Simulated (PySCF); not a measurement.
Numbering as in the mapped SMILES `[OH:1][CH2:2][CH2:3][C:4]#[N+:5][AlH3-:6]`. Each H is labelled by its parent atom.

Geometry: PBE0-D3(BJ)/def2-SVP; GIAO absolute shieldings from PySCF, gas phase, non-relativistic, averaged over equivalent atoms.

At PBE0/pcSseg-1 (149 basis functions, 12 s wall time on 1 thread of an Arm Neoverse V2, shared host):
```
 atoms  σ (ppm)
    O1    284.0
    C4     44.9
    C2    121.2
    C3    159.8
    N5     17.3
   Al6    436.6
 H(C2)    27.11
H(Al6)    27.22
 H(O1)    28.04
 H(C3)    28.88
```

**Question.** Estimate the result of repeating the calculation with B97-2/pcSseg-1.

**Answer.** 
| atoms | σ at B97-2/pcSseg-1 | change |
| --- | --- | --- |
| O1 | 281.8 | -2.2 |
| C4 | 47.3 | +2.4 |
| C2 | 120.6 | -0.6 |
| C3 | 159.2 | -0.6 |
| N5 | 22.3 | +5.0 |
| Al6 | 446.6 | +10.0 |
| H(C2) | 27.23 | +0.12 |
| H(Al6) | 27.49 | +0.27 |
| H(O1) | 28.07 | +0.03 |
| H(C3) | 28.98 | +0.10 |

The largest change is at Al6 (aluminium bonded to N, 3 H). Cost: 149 basis functions, 12 s wall time on 1 thread of an Arm Neoverse V2, shared host. The order of the carbon signals is the same at both levels.
